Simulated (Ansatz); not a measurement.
`[Cl][GeH2][I]` + CH₃OH → `C[O][GeH2][Cl]` + HI at 298.15 K and 1 bar (ligand exchange at a Ge–I bond).

Calculated with Ansatz (gas phase, PBE0-D4/def2-TZVP geometries, no zero-point term in ΔE). CCSD(T)/CBS adds triple-zeta CCSD(T) − MP2 to the extrapolated MP2 energy (def2 sets, frozen cores). This one scheme is used for every species. Elements past krypton have def2 core potentials. For Ge, I outer-core shells are correlated without core-valence functions, which leaves a few kJ/mol of doubt a bond. Scalar relativity is left out up to krypton. Each species was taken in one conformer, which may not be the lowest.

```json
{"species": "`[Cl][GeH2][I]`", "CCSD(T)/CBS energy (Eh)": "-2834.60434", "H − E (kJ/mol)": "62.4", "S (J/(mol·K))": "326.7"}
{"species": "CH₃OH", "CCSD(T)/CBS energy (Eh)": "-115.61712", "H − E (kJ/mol)": "146.3", "S (J/(mol·K))": "238.2"}
{"species": "`C[O][GeH2][Cl]`", "CCSD(T)/CBS energy (Eh)": "-2652.16457", "H − E (kJ/mol)": "174.6", "S (J/(mol·K))": "353.3"}
{"species": "HI", "CCSD(T)/CBS energy (Eh)": "-298.03592", "H − E (kJ/mol)": "22.7", "S (J/(mol·K))": "206.5"}
```

H − E and S are ideal-gas, rigid-rotor, harmonic terms from PBE0-D4/def2-TZVP, for one conformer and one mirror image of each species. 1 Eh = 2625.50 kJ/mol, R = 8.31446 J/(mol·K).

Problem. By hand: ΔE, ΔH, ΔS and ΔG.

Solution. ΔE = (-2652.16457) + (-298.03592) − (-2834.60434) − (-115.61712) = 0.02097 Eh = 55.1 kJ/mol. Δ(H − E) = 174.6 + 22.7 − 62.4 − 146.3 = -11.4, so ΔH = 43.7 kJ/mol. ΔS = 353.3 + 206.5 − 326.7 − 238.2 = -5.1 J/(mol·K). ΔG = 43.7 − 298.15 × (-5.1)/1000 = 45.2 kJ/mol.

Problem. By hand: the equilibrium constant, and the temperature at which ΔG would vanish if ΔH and ΔS stayed fixed.

Solution. log₁₀ K = −ΔG/(RT ln 10) = -7.9. ΔH and −TΔS have one sign here, so there is no such temperature. One of them is within its doubt of zero, so this could turn.

The number of gas molecules stays the same, so ΔS is small and ΔH decides. A doubt of 5 kJ/mol in ΔE shifts log₁₀ K by 0.9 here. Other conformers and mirror images would add mixing entropy, several J/(mol·K) or more a flexible species. Modes under 60 cm⁻¹, often nearly free rotors, make the harmonic entropy too high. These are equilibria of isolated gas molecules and say nothing of rates. Largest T1 diagnostic: 0.011 (customary marks: 0.02 for closed shells, 0.045 for open ones).
